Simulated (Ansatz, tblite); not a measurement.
Spin states of Te₅W₃ (the lowest singlet isomer of a short search), each relaxed with PBE-D4/def2-SVP in Ansatz. Electronic energies in the gas phase.

In the def2 sets Te, W take a core potential; there is no spin–orbit coupling. The xTB rows come from tblite. The structure comes from a short search, and lower isomers may exist.

Singlet geometry (Cs within 0.1 Å):

```xyz
8

W     0.5598   -1.0619   -0.4756
W     0.1408    0.9111    1.4030
W    -1.3577    0.9162   -0.3715
Te   -1.7001    2.9138    1.4433
Te    2.3180   -2.0867   -1.9629
Te    1.1803    1.5829   -0.9930
Te   -1.9564   -1.5836   -1.1616
Te    0.8153   -1.5919    2.1183
```

Triplet geometry:

```xyz
8

W     0.067    0.072    1.278
W     1.048   -0.490   -1.246
W    -1.113    0.325   -1.287
Te   -0.257   -0.209   -3.726
Te   -0.176   -0.341    3.756
Te   -0.842   -2.118   -0.123
Te   -1.353    2.222    0.628
Te    2.626    0.539    0.721
```

Quintet geometry (Cs within 0.1 Å):

```xyz
8

W    -0.109    0.417   -1.177
W    -0.940    0.170    1.462
W     0.834   -1.329    0.767
Te    0.447   -1.068    3.444
Te   -0.516    1.052   -3.586
Te   -1.608   -1.745   -0.342
Te    2.522   -0.079   -0.901
Te   -0.630    2.583    0.333
```

⟨S²⟩: triplet 2.09 at PBE0-D4/def2-SVP (pure 2.00), quintet 6.06 at PBE0-D4/def2-SVP (pure 6.00).

Run but left out: HF/def2-SVP, MP2/def2-SVP (singlet: restricted singlet, unstable towards broken spin symmetry).

Only these spin states were relaxed.

(1) Estimate which spin state lies lowest at each of these levels, and by how much: GFN1-xTB; GFN2-xTB; PBE-D4/def2-SVP; PBE0-D4/def2-SVP.

Answers

(1) 
```csv
level,triplet − singlet (kJ/mol),quintet − singlet (kJ/mol),lowest of these,remarks
GFN1-xTB,96.8,83.9,singlet,–
GFN2-xTB,39.1,84.7,singlet,–
PBE-D4/def2-SVP,64.6,167.4,singlet,restricted SCF unstable in HF (singlet)
PBE0-D4/def2-SVP,62.9,155.2,singlet,restricted SCF unstable in HF (singlet)
```

The xTB methods have no spin-polarisation term.
